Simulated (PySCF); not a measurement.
Compound: C₇H₇NO (charge +1 and doublet state).
Numbering: `[NH2:1][C:2](=[O:3])[C+:4]1[CH:5][C@@H:6]2[C@@H:7]3[C@H:8]1[C@H:9]23` (hydrogens: H10, H11 on N1; H12 on C5; H13 on C6; H14 on C7; H15 on C8; H16 on C9)

Geometry (GFN2-xTB, Å), atoms numbered from 1 in this order:
```xyz
16
C7H7NO angstrom
N      2.6711   -0.4753   -0.6828
C      1.4452   -0.6267   -1.1586
O      1.1213   -0.9599   -2.2819
C      0.2568   -0.3036   -0.3195
C     -0.8786   -1.0772   -0.2129
C     -1.8331   -0.2974    0.5426
C     -1.5881    1.1865    0.2759
C     -0.0775    0.9823    0.3032
C     -1.0196    0.6505    1.4679
H      3.4551   -0.6737   -1.2904
H      2.8618   -0.2079    0.2690
H     -1.0280   -2.0711   -0.5949
H     -2.8032   -0.6658    0.8314
H     -2.2328    1.9834   -0.0297
H      0.6021    1.8178    0.3389
H     -0.9600    0.7472    2.5305
```

The hyperfine couplings belong to this conformer and change with its torsions.

Theory: UKS B3LYP, pcH-1 on C H N O, non-relativistic, mean-field spin-orbit, GIAO (PySCF 2.14.0). One conformer (not necessarily the lowest) at the GFN2-xTB geometry, without solvent, vibrations or thermal averaging. The geometry wasn't refined by DFT: couplings that depend on bond lengths, twists or pyramidal angles can differ widely from those at the functional's own minimum, by a factor of two or more for some ions and for spin on atoms past the first row. The frame is twisted about the C2–C4 bond at this geometry (dihedral O3–C2–C4–C5 = 47°); couplings at other torsion angles weren't computed. No stability test was run, so a lower SCF solution isn't excluded.

Principal values of hyperfine tensors in MHz (contact and dipolar terms together), for some of the nuclei:

| atom | isotope | A1 | A2 | A3 |
| --- | --- | --- | --- | --- |
| C9 | 13C | 74.40 | 74.60 | 120.41 |
| H14 | 1H | 71.57 | 72.54 | 80.27 |
| C7 | 13C | 55.08 | 55.55 | 73.60 |
| H16 | 1H | 48.43 | 52.97 | 65.35 |
| H12 | 1H | -37.78 | -27.52 | -7.57 |
| C2 | 13C | -23.43 | -16.40 | -13.39 |
| C5 | 13C | -12.16 | -10.27 | 73.04 |
| C4 | 13C | -19.58 | -15.47 | 68.16 |

Question: Split each tensor into its isotropic and traceless parts, and turn a_iso into mT with g = 2.0032.

Answer: a_iso = (A1 + A2 + A3)/3, Ti = Ai − a_iso; 1 mT corresponds to 28.038 MHz.

```
atom  a_iso (MHz)  a_iso (mT)      T1      T2     T3
  C9        89.80       3.203  -15.40  -15.21  30.61
 H14        74.80       2.668   -3.22   -2.26   5.48
  C7        61.41       2.190   -6.33   -5.86  12.19
 H16        55.58       1.982   -7.15   -2.61   9.76
 H12       -24.29      -0.866  -13.49   -3.23  16.72
  C2       -17.74      -0.633   -5.69    1.34   4.35
  C5        16.87       0.602  -29.03  -27.14  56.17
  C4        11.03       0.394  -30.62  -26.51  57.13
```

Question: What spin density at the nucleus of H16 lies behind its contact coupling (g_N = 5.58569)?

Answer: a_FC = (2μ0/3) gₑ μB g_N μN ρ(0)/(2S·h) = 800.24 MHz × g_N × ρ(0)/(2S), with ρ in bohr⁻³. With a_FC = 55.58 MHz and 2S = 1, ρ(0) = 0.01244 bohr⁻³. In magnitude that is 3.9 % of the 1/π = 0.318 of a free hydrogen atom.

Question: O3 (17O, g_N = -0.75752) isn't in the table. Its spin density at the nucleus is 0.03966 bohr⁻³. What is its contact coupling?

Answer: By the same relation, a_FC = -24.0 MHz. Its full tensor has the principal values -111.24, 17.09, 22.02 MHz.

Question: What first-order splitting does C7 cause when the field lies along A1, A2 or A3 of its tensor (g taken as isotropic, no quadrupole term)?

Answer: 2 lines (I = 1/2), spaced by |A_i|/(g × 13.996): 1.96, 1.98, 2.63 mT along the axes of A1, A2 and A3.
